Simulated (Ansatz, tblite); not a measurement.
Removing an electron: Sn(NCS)H3 (CH3NSSn). Charge 0, multiplicity 1. Geometry: PBE0-D4/def2-SVP. Ansatz, gas phase; energy differences of separate SCF runs; the oxidised species was run as a doublet alone.

```xyz
7

Sn   -0.6690   -0.0477   -1.0511
N     0.4254    0.0455    0.6614
C     1.0628    0.0794    1.6680
S     1.9100    0.1265    3.0055
H     0.1618   -1.1466   -2.0546
H    -0.6836    1.5444   -1.6591
H    -2.2075   -0.6015   -0.5701
```

In the def2 sets Sn takes a core potential; there is no spin–orbit coupling. The xTB rows come from tblite.

```tsv
level	−HOMO (eV)	vertical IE (eV)	−LUMO (eV)	HOMO–LUMO gap (eV)
GFN1-xTB	10.62	14.27	6.27	4.35
GFN2-xTB	10.55	13.61	6.51	4.03
PBE-D4/def2-TZVP	5.85	8.95	1.52	4.33
r2SCAN-D4/def2-TZVP	6.11	9.01	1.12	4.99
PBE0-D4/def2-TZVP	6.96	9.05	0.77	6.19
```

Relaxing the oxidised species (PBE0-D4/def2-SVP) changes its energy by -0.20 eV at PBE0-D4/def2-TZVP, so the adiabatic ionisation energy to this nearest minimum is 8.85 eV. At PBE-D4/def2-TZVP it is 8.81 eV.   Raw xTB energy differences between charge states are shifted by several eV; the methods need an empirical correction for them.
